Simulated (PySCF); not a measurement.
Constitutional and geometric isomers with formula C2H6Si. Isolated molecules, 0 K electronic values unless said otherwise. Strings in code marks are SMILES.

Calculation: PBE-D3(BJ)/def2-TZVP // PBE0-D3(BJ)/def2-TZVP in PySCF. Excitations are Tamm–Dancoff values on a coarser integration grid. The basis has no diffuse functions, so Rydberg states are missing or too high.

```json
[
 {"species": "`C(C)=[SiH2]`", "T1 excitation (TDA) (eV)": "2.52", "brightest of the four lowest singlets (TDA) (eV)": "5.29", "S1 oscillator strength": "0.406"},
 {"species": "`C=[SiH]C`", "T1 excitation (TDA) (eV)": "2.89", "brightest of the four lowest singlets (TDA) (eV)": "5.68", "S1 oscillator strength": "0.020"},
 {"species": "`C=C[SiH3]`", "T1 excitation (TDA) (eV)": "4.38", "brightest of the four lowest singlets (TDA) (eV)": "6.88", "S1 oscillator strength": "0.002"},
 {"species": "`C1C[SiH2]1`", "T1 excitation (TDA) (eV)": "4.72", "brightest of the four lowest singlets (TDA) (eV)": "6.20", "S1 oscillator strength": "0.019"}
]
```
